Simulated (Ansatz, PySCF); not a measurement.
CClF (SMILES F[C]Cl), singlet, geometry from GFN2-xTB. Base run: CCSD(T)/6-31G* (PySCF).

PySCF was given this input:
```python
from pyscf import gto, scf, cc

mol = gto.Mole()
mol.atom = '''
    F    -1.46348443   -0.30712072    0.00275987
    C    -0.53985773    0.63598266    0.02854521
    Cl    0.96532390   -0.06187114   -0.01153588
'''
mol.basis = '6-31g*'
mol.verbose = 4
mol.build()

mf = scf.RHF(mol)
mf.kernel()

mycc = cc.CCSD(mf)
mycc.kernel()
et = mycc.ccsd_t()
print('E(CCSD(T)) = %.10f' % (mycc.e_tot + et))
```

The same geometry, method and basis name were run in Ansatz (a program for electronic structure) and PySCF, at each program's defaults and at the settings that a row names. The base is PySCF at its defaults. Differences at the defaults can come from grids, fitting, cores and function types together.

```csv
code and settings,ΔE vs base (mEh),basis functions,E (Eh),SCF cycles,SCF-reference dipole (D)
"PySCF, defaults (exact integrals, spherical functions, all electrons correlated)",0.000,46,-597.12866,11,0.85
"Ansatz, defaults (factorised integrals, Cartesian functions, frozen core)",0.973,49,-597.12768,-,-
"PySCF, frozen core",9.041,46,-597.11962,11,0.85
"Ansatz, high accuracy, frozen core, Cartesian functions as the basis file defines them",0.965,49,-597.12769,-,-
```
